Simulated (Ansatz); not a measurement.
Reaction (ligand exchange at a Ga–Br bond): `[OH][Ga]([F])[Br]` + `O[SiH3]` → `[OH][Ga]([F])[O][SiH3]` + HBr

Calculated with Ansatz (gas phase, PBE0-D4/def2-TZVP geometries, no zero-point term in ΔE). CCSD(T)/CBS is the MP2 limit (def2-TZVPP, def2-QZVPP) plus CCSD(T) − MP2 in def2-TZVPP, frozen cores. Functionals use def2-TZVPP. HSE06 is defined as in plane-wave codes. For Br, Ga outer-core shells are correlated without core-valence functions, which leaves a few kJ/mol of doubt a bond. Scalar relativity is left out up to krypton. Each species was taken in one conformer, which may not be the lowest.

CCSD(T)/CBS gives +0.54 eV.

Q: Another level gave +0.66 eV. Which?
A. RPA@PBE/def2-TZVPP
B. revPBE-D4/def2-TZVPP
C. HSE06/def2-TZVPP
D. BHLYP-D4/def2-TZVPP

A: C. HSE06 0.66, revPBE-D4 0.61, RPA@PBE/def2-TZVPP 0.45, BHLYP-D4 0.57 eV.

Largest T1 diagnostic among the species: 0.014.

Leaving LDA and LC-ωPBE aside and taking each functional with its dispersion term where it has one, the values, not all of them listed here, spread over 0.12 eV, from CAM-B3LYP-D4 to HSE06-D4. LDA lies −0.05 eV from PBE without D4. In def2-TZVPP, CCSD(T) changes the Hartree–Fock value by −0.09 eV (the triples alone add −0.00 eV) and MP2 by −0.07 eV.
